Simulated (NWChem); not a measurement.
System: SrH2S2; SMILES [SH][Sr][SH]

The following NWChem deck was run.

```
start job
memory heap 200 mb stack 900 mb global 1100 mb
geometry units angstroms
  Sr     0.478158     0.434856     0.234994
  S     -0.777806     0.501660    -2.128215
  H     -0.267563     1.558449    -2.735787
  S     -0.481127    -1.679098     1.556549
  H     -1.248970    -1.903270     0.493894
end
basis spherical
  * library def2-svp
end
ecp
  Sr library def2-ecp
end
dft
  xc pbe0
  iterations 150
end
driver
  maxiter 120
end
task dft optimize
dft
  grid fine
  convergence energy 1d-8 density 1d-7
end
task dft freq numerical
```

def2 effective core potentials on Sr; no spin-orbit coupling. The optimisation ended at a saddle point (imaginary frequency).

The level has its own optimisation; frequencies are unscaled.

**Question.** Give the results of this calculation. (PBE0/def2-SVP with def2 effective core potentials on Sr.) Quantities: r H–S (Å); highest harmonic frequency (cm⁻¹); lowest (cm⁻¹); zero-point energy (kcal/mol).

**Answer.** The r H–S (Å) is 1.354, the highest harmonic frequency (cm⁻¹) comes out as 2707 and the lowest (cm⁻¹) comes out as -42. The zero-point energy (kcal/mol) is 9.6.
